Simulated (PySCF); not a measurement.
Isomers of C3H12FPSi3, mass 181.997 u with the commonest isotopes. Theory: PBE0/pcSseg-1 in PySCF (dipole) on a GFN2-xTB geometry, gas phase. One conformer each, none proved a minimum here; rigid rotors.

Question: Order these by radius of gyration √(Σ m r²/M), smallest first.
A. `[F:1][C@@H:2]1[CH2:3][CH2:4][SiH2:5][SiH2:6][Si@@H:7]1[PH2:8]` with Si6–Si7–P8–H 48° and -45°, F1–C2–C3–C4 -45°, C2–C3–C4–Si5 -78°, C3–C4–Si5–Si6 52°, C4–Si5–Si6–Si7 -30°
B. `[F:1][C@H:2]1[SiH2:3][CH2:4][Si@@H:5]([PH2:6])[CH2:7][SiH2:8]1` with C4–Si5–P6–H -73° and -166°, F1–C2–Si3–C4 65°, C2–Si3–C4–Si5 54°, Si3–C4–Si5–P6 -171°, C4–Si5–C7–Si8 53°
C. `[F:1][SiH2:2][CH2:3][Si@H:4]([PH2:5])/[CH:6]=[CH:7]/[SiH3:8]` with F1–Si2–C3–Si4 177°, Si2–C3–Si4–P5 166°, C3–Si4–P5–H 73° and 166°, C3–Si4–C6–C7 111°
D. `[F:1][C@@H:2]1[SiH2:3][CH2:4][SiH2:5][CH2:6][Si@@H:7]1[PH2:8]` with C6–Si7–P8–H -179° and 88°, F1–C2–Si3–C4 -177°, C2–Si3–C4–Si5 57°, Si3–C4–Si5–C6 -57°, C4–Si5–C6–Si7 54°
E. `[F:1][C@H:2]1[SiH2:3][CH2:4][Si@H:5]([PH2:6])[CH2:7][SiH2:8]1` with C4–Si5–P6–H -84° and -177°, F1–C2–Si3–C4 65°, C2–Si3–C4–Si5 54°, Si3–C4–Si5–P6 72°, C4–Si5–C7–Si8 52°
F. `[F:1][Si@@H:2]([SiH2:3][PH2:4])[CH:5]1[CH2:6][SiH2:7][CH2:8]1` with F1–Si2–Si3–P4 179°, Si2–Si3–P4–H 64° and 157°, F1–Si2–C5–C6 78°, Si2–C5–C6–Si7 135°, C5–C6–Si7–C8 -9°, C6–Si7–C8–C5 9°, Si2–C5–C8–Si7 -137°

Answer: D (2.229 Å), E (2.283 Å), A (2.355 Å), B (2.412 Å), F (2.561 Å), C (2.887 Å).

Question: Order these by rotational constant B, smallest first.
A. `[F:1][C@H:2]1[SiH2:3][CH2:4][Si@H:5]([PH2:6])[CH2:7][SiH2:8]1` with C4–Si5–P6–H -84° and -177°, F1–C2–Si3–C4 65°, C2–Si3–C4–Si5 54°, Si3–C4–Si5–P6 72°, C4–Si5–C7–Si8 52°
B. `[F:1][C@@H:2]1[SiH2:3][CH2:4][SiH2:5][CH2:6][Si@@H:7]1[PH2:8]` with C6–Si7–P8–H -179° and 88°, F1–C2–Si3–C4 -177°, C2–Si3–C4–Si5 57°, Si3–C4–Si5–C6 -57°, C4–Si5–C6–Si7 54°
C. `[F:1][SiH2:2][CH2:3][Si@H:4]([PH2:5])/[CH:6]=[CH:7]/[SiH3:8]` with F1–Si2–C3–Si4 177°, Si2–C3–Si4–P5 166°, C3–Si4–P5–H 73° and 166°, C3–Si4–C6–C7 111°
D. `[F:1][C@@H:2]1[SiH2:3][CH2:4][SiH2:5][CH2:6][Si@H:7]1[PH2:8]` with C6–Si7–P8–H -177° and -84°, F1–C2–Si3–C4 -175°, C2–Si3–C4–Si5 56°, Si3–C4–Si5–C6 -56°, C4–Si5–C6–Si7 54°
E. `[F:1][C@H:2]1[SiH2:3][CH2:4][Si@@H:5]([PH2:6])[CH2:7][SiH2:8]1` with C4–Si5–P6–H -73° and -166°, F1–C2–Si3–C4 65°, C2–Si3–C4–Si5 54°, Si3–C4–Si5–P6 -171°, C4–Si5–C7–Si8 53°
F. `[F:1][C@@H:2]1[CH2:3][CH2:4][SiH2:5][SiH2:6][Si@@H:7]1[PH2:8]` with Si6–Si7–P8–H 48° and -45°, F1–C2–C3–C4 -45°, C2–C3–C4–Si5 -78°, C3–C4–Si5–Si6 52°, C4–Si5–Si6–Si7 -30°
G. `[F:1][C@@H:2]1[CH2:3][CH2:4][SiH2:5][SiH2:6][Si@H:7]1[PH2:8]` with Si6–Si7–P8–H -160° and -68°, F1–C2–C3–C4 -47°, C2–C3–C4–Si5 -78°, C3–C4–Si5–Si6 57°, C4–Si5–Si6–Si7 -36°

Answer: C (484.0 MHz), E (623.2 MHz), F (694.1 MHz), A (720.6 MHz), D (736.5 MHz), G (820.3 MHz), B (898.8 MHz).

Question: Order these by rotational constant A, smallest first.
A. `[F:1][C@H:2]1[SiH2:3][CH2:4][Si@@H:5]([PH2:6])[CH2:7][SiH2:8]1` with C4–Si5–P6–H -73° and -166°, F1–C2–Si3–C4 65°, C2–Si3–C4–Si5 54°, Si3–C4–Si5–P6 -171°, C4–Si5–C7–Si8 53°
B. `[F:1][C@@H:2]1[SiH2:3][CH2:4][SiH2:5][CH2:6][Si@H:7]1[PH2:8]` with C6–Si7–P8–H -177° and -84°, F1–C2–Si3–C4 -175°, C2–Si3–C4–Si5 56°, Si3–C4–Si5–C6 -56°, C4–Si5–C6–Si7 54°
C. `[F:1][C@H:2]1[SiH2:3][CH2:4][Si@H:5]([PH2:6])[CH2:7][SiH2:8]1` with C4–Si5–P6–H -84° and -177°, F1–C2–Si3–C4 65°, C2–Si3–C4–Si5 54°, Si3–C4–Si5–P6 72°, C4–Si5–C7–Si8 52°
D. `[F:1][SiH2:2][CH2:3][Si@H:4]([PH2:5])/[CH:6]=[CH:7]/[SiH3:8]` with F1–Si2–C3–Si4 177°, Si2–C3–Si4–P5 166°, C3–Si4–P5–H 73° and 166°, C3–Si4–C6–C7 111°
E. `[F:1][Si@@H:2]([SiH2:3][PH2:4])[CH:5]1[CH2:6][SiH2:7][CH2:8]1` with F1–Si2–Si3–P4 179°, Si2–Si3–P4–H 64° and 157°, F1–Si2–C5–C6 78°, Si2–C5–C6–Si7 135°, C5–C6–Si7–C8 -9°, C6–Si7–C8–C5 9°, Si2–C5–C8–Si7 -137°
F. `[F:1][C@@H:2]1[CH2:3][CH2:4][SiH2:5][SiH2:6][Si@@H:7]1[PH2:8]` with Si6–Si7–P8–H 48° and -45°, F1–C2–C3–C4 -45°, C2–C3–C4–Si5 -78°, C3–C4–Si5–Si6 52°, C4–Si5–Si6–Si7 -30°
G. `[F:1][C@@H:2]1[SiH2:3][CH2:4][SiH2:5][CH2:6][Si@@H:7]1[PH2:8]` with C6–Si7–P8–H -179° and 88°, F1–C2–Si3–C4 -177°, C2–Si3–C4–Si5 57°, Si3–C4–Si5–C6 -57°, C4–Si5–C6–Si7 54°

Answer: D (971.7 MHz), G (1100 MHz), E (1207 MHz), B (1294 MHz), C (1397 MHz), F (1474 MHz), A (1511 MHz).

```
                          SMILES  point group  Ia (u·Å²)  Ib (u·Å²)  Ic (u·Å²)      κ  μa (D)  μb (D)  μc (D)
F[C@H]1[SiH2]C[Si@@H](P)C[SiH2]1            –     334.51     810.89     972.25  -0.79    0.14    0.02    1.90
 F[C@@H]1CC[SiH2][SiH2][Si@@H]1P           C1     342.83     728.06     948.25  -0.66    1.01    0.28    0.82
    F[SiH2]C[Si@H](P)/C=C/[SiH3]           C1     520.11    1044.27    1469.38  -0.55    1.20    0.60    1.26
 F[C@H]1[SiH2]C[Si@H](P)C[SiH2]1           C1     361.67     701.30     834.74  -0.71    0.11    0.76    0.32
    F[Si@@H]([SiH2]P)C1C[SiH2]C1           C1     418.68     806.05    1162.43  -0.50    0.33    1.09    0.46
  F[C@@H]1[SiH2]C[SiH2]C[Si@H]1P           C1     390.53     686.22    1008.59  -0.41    1.36    1.54    0.36
 F[C@@H]1[SiH2]C[SiH2]C[Si@@H]1P           C1     459.38     562.29     787.21   0.12    1.66    0.77    1.42
  F[C@@H]1CC[SiH2][SiH2][Si@H]1P           C1     465.31     616.12     750.39  -0.29    0.61    0.18    0.41
```
